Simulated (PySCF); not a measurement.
PySCF input file for HP₂, SMILES P#[PH+], charge +1, TPSSh-D3(BJ)/def2-TZVPD. Geometry optimised at TPSSh-D3(BJ)/def2-TZVPD. The isomer is the one that the SMILES or the coordinates give; other isomers of the formula were not compared.

```python
import numpy as np
from pyscf import gto, scf, dft, df
from pyscf.hessian import thermo

mol = gto.M(
    atom='''
    P     0.00000000    0.00000000    1.01144373
    P     0.00000000    0.00000000   -0.85977071
    H     0.00000000    0.00000000   -2.27509520
    ''',
    basis='def2-TZVPD',
    charge=1,
    spin=0,
    max_memory=1600,
    verbose=3,
)
mf = dft.RKS(mol, xc='tpssh').density_fit(auxbasis='def2-universal-jkfit')
mf.disp = 'd3bj'
mf.grids.level = 4
mf.conv_tol = 1e-11
mf.max_cycle = 100
mf.kernel()

# [left out here: the lines that compute and print the analytic Hessian (its translational invariance restored by hand, since the grid's response is missing), thermochemistry and intensities]
```

Program output:

```
converged SCF energy = -682.986262641265

WARN: MGGA Hessian is sensitive to dft grids. grids.level 4 may not be dense enough.


WARN: DFTD3 does not support analytical Hessian, using finite difference


WARN: Mole.unit (angstrom) is changed to Bohr

Mode                                 0                   1                   2
Irrep
Freq [cm^-1]                      140.4164            140.4164            814.6387
Reduced mass [au]                   1.1236              1.1236             19.1757
Force const [Dyne/A]                0.0131              0.0131              7.4978
Char temp [K]                     202.0280            202.0280           1172.0838
Normal mode                   x     y     z       x     y     z       x     y     z
       0   P                 0.00 -0.02  0.00    0.02  0.00 -0.00   -0.00 -0.00 -0.13
       1   P                -0.00  0.05 -0.00   -0.05 -0.00  0.00    0.00  0.00  0.12
       2   H                 0.02 -0.94 -0.00    0.94  0.02  0.00   -0.00 -0.00  0.14
Mode                                 3
Irrep
Freq [cm^-1]                     2408.8443
Reduced mass [au]                   1.0451
Force const [Dyne/A]                3.5730
Char temp [K]                    3465.7906
Normal mode                   x     y     z
       0   P                 0.00  0.00 -0.00
       1   P                -0.00 -0.00  0.03
       2   H                 0.00  0.00 -0.98
temperature 298.1500 [K]
pressure 101325.00 [Pa]
Rotational constants [GHz] inf 8.46413 8.46413
Symmetry number 1
Zero-point energy (ZPE) 0.00798 [Eh]   20960.464 [J/mol]
                           tot       elec      trans        rot        vib
Entropy [J/mol/K]       247.821      0.000    160.409     63.177     24.235
Cv [J/mol/K]             39.426      0.000     12.472      8.314     18.640
Cp [J/mol/K]             47.741      0.000     20.786      8.314     18.640
Internal energy [J/mol]                      3718.434   2478.956  24622.178
Internal energy [Eh]   -682.97452  -682.98626
Enthalpy [J/mol]                             6197.391   2478.956  24622.178
Enthalpy [Eh]          -682.97358
Gibbs free energy [J/mol]                  -41628.525 -16357.321  17396.485
Gibbs free energy [Eh] -683.00172
static polarisability / bohr^3: [[30.999 -0.    -0.   ]
 [-0.    30.999  0.   ]
 [-0.    -0.    60.892]]
largest difference of analytic and finite-field dipole derivatives / e: 0.00044409652374255426
mode   freq/cm-1   IR/(km/mol)   Raman/(A^4/amu)   depolarisation
   1      140.42        55.276             0.069            0.750
   2      140.42        55.276             0.069            0.750
   3      814.64         9.402            49.887            0.127
   4     2408.84       147.178           197.580            0.270
max |gradient| / (hartree/bohr): 2.1540673792724225e-06
APT charges: [0.6128 0.0874 0.2999]
```

The calculation finished and met its thresholds.
